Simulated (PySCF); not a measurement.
Zn(H)(OSiH3), SMILES [SiH3][O][ZnH] (H₄OSiZn) (PBE0/def2-SVP optimised geometry):

```
7

Zn    -1.695    -1.997    -2.659
H     -2.251    -2.750    -3.849
O     -1.049    -1.122    -1.279
Si    -0.451    -0.310     0.000
H      1.049    -0.310     0.000
H     -0.899    -0.918     1.296
H     -0.898     1.122     0.000
```

Method: PBE0/def2-TZVP run with PySCF.

Question: What are the frontier orbital energies and the dipole moment?

Answer: HOMO-2 -9.55 eV, HOMO-1 -8.18 eV, HOMO -8.18 eV, LUMO -0.47 eV, LUMO+1 -0.37 eV; dipole moment 1.77 D.

On the same geometry PBE/def2-TZVP (PySCF 2.14.0) gives HOMO-2 -8.37 eV, HOMO-1 -6.80 eV, HOMO -6.80 eV, LUMO -1.38 eV, LUMO+1 -1.11 eV; dipole moment 1.72 D.

Meta-Löwdin charges at PBE0/def2-TZVP: Zn1 1.09, H2 -0.34, O3 -1.11, Si4 0.75, H5 -0.13, H6 -0.13, H7 -0.13.
